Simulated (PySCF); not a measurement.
## A PySCF run on SeO

State: ⁵Π (quintet), unpaired electrons σ ↑, π ↑↑↑, a second solution, started from another occupation.

An equivalent input (the run itself took its basis sets from the Basis Set Exchange, started from a PBE0 density and held the occupation σ 8α 7β, πx 4α 2β, πy 4α 3β, δx 1α 1β, δy 1α 1β):

```python
from pyscf import gto, dft
mol = gto.M(atom='Se 0 0 0; O 0 0 1.635', basis={'Se': 'cc-pVTZ-PP', 'O': 'cc-pVTZ'}, ecp={'Se': 'cc-pVTZ-PP'},
            charge=0, spin=4, verbose=4, symmetry='C2v')
mf = dft.UKS(mol, xc='PBE0')
mf.grids.atom_grid = (80, 434)
mf.grids.prune = dft.gen_grid.treutler_prune
mf.irrep_nelec = {'A1': (9, 8), 'A2': (1, 1), 'B1': (4, 2), 'B2': (4, 3)}
mf.conv_tol = 1e-9
mf.max_cycle = 60
mf.diis_space = 10
mf.kernel()
```

The log (some set-up lines and the per-cycle HOMO/LUMO lines removed):

```
******** <class 'pyscf.dft.uks_symm.SymAdaptedUKS'> ********
method = SymAdaptedUKS
damping factor = 0
level_shift factor = 0
DIIS = <class 'pyscf.scf.diis.CDIIS'>
diis_start_cycle = 1
diis_space = 10
diis_damp = 0
SCF conv_tol = 1e-09
SCF conv_tol_grad = None
SCF max_cycles = 60
number electrons alpha = 18  beta = 14
Set gradient conv threshold to 3.16228e-05
init E= -448.009015257759
cycle= 1 E= -448.029835512063  delta_E= -0.0208  |g|= 0.0162  |ddm|= 0.166
cycle= 2 E= -448.029750985989  delta_E= 8.45e-05  |g|= 0.0262  |ddm|= 0.0783
cycle= 3 E= -448.030037627176  delta_E= -0.000287  |g|= 0.00264  |ddm|= 0.0317
cycle= 4 E= -448.030041620024  delta_E= -3.99e-06  |g|= 0.000991  |ddm|= 0.00751
cycle= 5 E= -448.030042307027  delta_E= -6.87e-07  |g|= 0.000273  |ddm|= 0.00531
cycle= 6 E= -448.030042356504  delta_E= -4.95e-08  |g|= 7.46e-05  |ddm|= 0.00114
cycle= 7 E= -448.030042360993  delta_E= -4.49e-09  |g|= 3.56e-05  |ddm|= 0.000202
cycle= 8 E= -448.030042361725  delta_E= -7.32e-10  |g|= 7.75e-06  |ddm|= 7.79e-05
Extra cycle  E= -448.030042361744  delta_E= -1.97e-11  |g|= 7.4e-06  |ddm|= 2.64e-05
converged SCF energy = -448.030042361744  <S^2> = 6.0055638  2S+1 = 5.002225
```

A point of this curve took 1.6 CPU seconds beside 0.63 for the integrals, on Arm Neoverse V1 (shared host).

Spin–orbit coupling is left out. Counting both spins, an empty level lies below a filled one in this solution, because spin and occupation are held.
